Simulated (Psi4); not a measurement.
ethylmethylamine (C$_{3}$H$_{9}$N), singlet, geometry from GFN2-xTB; HF/def2-SVPD (Psi4 1.11).

Here is a job for Psi4.
```
memory 2 GB

molecule mol {
0 1
  C    -1.874005   -0.074415    0.259266
  C    -0.479674   -0.523144   -0.153579
  N     0.484968    0.532568    0.091661
  C     1.838812    0.155772   -0.251606
  H    -2.129173    0.850176   -0.251081
  H    -2.606847   -0.834892    0.002449
  H    -1.917267    0.100445    1.332520
  H    -0.218663   -1.459618    0.374707
  H    -0.462663   -0.735245   -1.227576
  H     0.443269    0.803098    1.070759
  H     2.508141    0.981452   -0.016887
  H     1.885845   -0.036069   -1.324249
  H     2.191792   -0.746607    0.273242
}

set basis def2-svpd
set reference rhf

energy('scf')
print_variables()
```

### Question
Predict the main parts of the log of this Psi4 run.

### Answer

```
   => Loading Basis Set <=

    Name: DEF2-SVPD
    Role: ORBITAL
    Keyword: BASIS

         ---------------------------------------------------------
                                   SCF
               by Justin Turney, Rob Parrish, Andy Simmonett
                          and Daniel G. A. Smith
                              RHF Reference
         ---------------------------------------------------------

  ==> Geometry <==

    Molecular point group: c1
    Full point group: C1

    Geometry (in Angstrom), charge = 0, multiplicity = 1:

       Center              X                  Y                   Z               Mass
    ------------   -----------------  -----------------  -----------------  -----------------
         C           -1.879162671945    -0.092535740010     0.263189554328    12.000000000000
         C           -0.484831671945    -0.541264740010    -0.149655445672    12.000000000000
         N            0.479810328055     0.514447259990     0.095584554328    14.003074004430
         C            1.833654328055     0.137651259990    -0.247682445672    12.000000000000
         H           -2.134330671945     0.832055259990    -0.247157445672     1.007825032230
         H           -2.612004671945    -0.853012740010     0.006372554328     1.007825032230
         H           -1.922424671945     0.082324259990     1.336443554328     1.007825032230
         H           -0.223820671945    -1.477738740010     0.378630554328     1.007825032230
         H           -0.467820671945    -0.753365740010    -1.223652445672     1.007825032230
         H            0.438111328055     0.784977259990     1.074682554328     1.007825032230
         H            2.502983328055     0.963331259990    -0.012963445672     1.007825032230
         H            1.880687328055    -0.054189740010    -1.320325445672     1.007825032230
         H            2.186634328055    -0.764727740010     0.277165554328     1.007825032230

  Running in c1 symmetry.

  Rotational constants: A =      0.87580  B =      0.13217  C =      0.12375 [cm^-1]
  Rotational constants: A =  26255.67939  B =   3962.25088  C =   3709.97373 [MHz]
  Nuclear repulsion =  133.656485397349201

  Charge       = 0
  Multiplicity = 1
  Electrons    = 34
  Nalpha       = 17
  Nbeta        = 17

  ==> Algorithm <==

  SCF Algorithm Type is DF.
  DIIS enabled.
  MOM disabled.
  Fractional occupation disabled.
  Guess Type is SAD.
  Energy threshold   = 1.00e-06
  Density threshold  = 1.00e-06
[...]

                           Total Energy        Delta E     RMS |[F,P]|

   @DF-RHF iter SAD:  -172.59944929956936   -1.72599e+02   0.00000e+00
   @DF-RHF iter   1:  -173.03712462061273   -4.37675e-01   2.89467e-03 DIIS/ADIIS
   @DF-RHF iter   2:  -173.14277765993739   -1.05653e-01   1.30795e-03 DIIS/ADIIS
   @DF-RHF iter   3:  -173.16254265858751   -1.97650e-02   3.09257e-04 DIIS/ADIIS
   @DF-RHF iter   4:  -173.16437515021312   -1.83249e-03   9.25184e-05 DIIS
   @DF-RHF iter   5:  -173.16449817762398   -1.23027e-04   1.71584e-05 DIIS
   @DF-RHF iter   6:  -173.16450540290856   -7.22528e-06   3.33088e-06 DIIS
   @DF-RHF iter   7:  -173.16450568292959   -2.80021e-07   1.11389e-06 DIIS
   @DF-RHF iter   8:  -173.16450571099790   -2.80683e-08   3.09530e-07 DIIS
  Energy and wave function converged.

  ==> Post-Iterations <==

    Orbital Energies [Eh]
    ---------------------

    Doubly Occupied:

[...]
    Virtual:

[...]
    Final Occupation by Irrep:
              A
    DOCC [    17 ]
    NA   [    17 ]
    NB   [    17 ]

  @DF-RHF Final Energy:  -173.16450571099790

   => Energetics <=

    Nuclear Repulsion Energy =            133.6564853973492006
    One-Electron Energy =                -497.6627140039179835
    Two-Electron Energy =                 190.8417228955709106
    Total Energy =                       -173.1645057109979007

Computation Completed

Properties will be evaluated at   0.000000,   0.000000,   0.000000 [a0]

Properties computed using the SCF density matrix

 Multipole Moments:

 ------------------------------------------------------------------------------------
     Multipole            Electronic (a.u.)      Nuclear  (a.u.)        Total (a.u.)
 ------------------------------------------------------------------------------------

 L = 1.  Multiply by 2.5417464519 to convert [e a0] to [Debye]
 Dipole X            :          0.4153483           -0.3313689            0.0839795
 Dipole Y            :          0.8721961           -1.1642814           -0.2920853
 Dipole Z            :          0.0172252            0.2520854            0.2693106
 Magnitude           :                                                    0.4060721

 ------------------------------------------------------------------------------------

  Variable Map:
  ----------------------------------------------------------------------------
[...]
  Array Variable Map:
  ----------------------------------------------------------------------------
[...]
[...]
```
